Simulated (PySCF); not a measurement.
C7H5NO.
Atom-mapped SMILES: `[CH:1]#[C:2][c:3]1[cH:4][cH:5][cH:6][cH:7][n+:8]1[O-:9]` (hydrogens: H10 on C1; H11 on C4; H12 on C5; H13 on C6; H14 on C7)

Computed at B3LYP/pcJ-1 (PySCF, non-relativistic), with Q(14N) = 0.02044 b, Q(17O) = −0.0256 b: N8, 14N (I = 1): χzz = 0.954 MHz, η = 0.360; O9, 17O (I = 5/2): χzz = -14.87 MHz, η = 0.768.

Problem. Find the zero-field quadrupole resonance frequencies of 14N at N8.

Solution. From ν± = (3/4)|χ|(1 ± η/3) and ν0 = |χ|η/2: ν+ 0.801 MHz, ν− 0.630 MHz, ν0 0.172 MHz (N-oxide nitrogen).

Problem. Find the zero-field quadrupole resonance frequencies of 17O at O9.

Solution. From the eigenvalues of H = χ/[4I(2I − 1)] × [3Iz² − I(I + 1) + η(Ix² − Iy²)], steps between neighbouring levels, labelled as for η = 0: ±1/2↔±3/2 3.356 MHz, ±3/2↔±5/2 4.086 MHz (N-oxide oxygen).

In a crystal, neighbours and librations shift these lines. Isolated species at its GFN2-xTB geometry, gas phase. GFN2-xTB bond lengths can be off by several hundredths of an ångström, more for odd bonds, and the gradients follow them. A larger basis could move these couplings by a tenth or more.

The run behind these numbers computed spin–spin couplings as well. The run took 80 s of wall time on an Arm Neoverse N1 with one thread, shared host.
